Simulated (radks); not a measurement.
Values are calculated unless marked as measured or tabulated.
Task: All-electron atom: Rb4+ in [Ar] 3d10 4s2 4p3. Level of theory: Dirac Kohn-Sham, PBE, spin-unpolarised, spherical densities, point nucleus; open shells fill j = l - 1/2 first (a radial shooting solver on a logarithmic mesh with Libxc functionals). Some entries of the table are withheld. Estimate them.

orbital,occ.,eigenvalue (eV),<1/r> (bohr^-1),<r> (bohr)
1s1/2,2,-15081.82,37.88,0.04029
2s1/2,2,-2060.121,8.504,0.1775
2p1/2,2,-1873.506,8.474,0.1522
2p3/2,4,-1812.703,8.162,0.1563
3s1/2,2,-350.0524,2.826,0.5099
3p1/2,2,-283.1532,2.714,0.5109
3p3/2,4,-273.9976,2.640,0.5212
3d3/2,4,-156.9303,2.409,0.5205
3d5/2,6,-155.3696,2.390,0.5242
4s1/2,2,-78.3627,0.9876,1.361
4p1/2,2,(1),0.8842,1.502
4p3/2,1,(2),0.8674,1.526
4d3/2,0,-35.2612,0.6540,1.985
4d5/2,0,-35.1287,0.6512,1.992
5s1/2,0,-29.9854,(3),(4)

Result: 
(1) 4p1/2 eigenvalue (eV): -61.2182
(2) 4p3/2 eigenvalue (eV): -60.0405
(3) 5s1/2 <1/r> (bohr^-1): 0.4486
(4) 5s1/2 <r> (bohr): 2.968
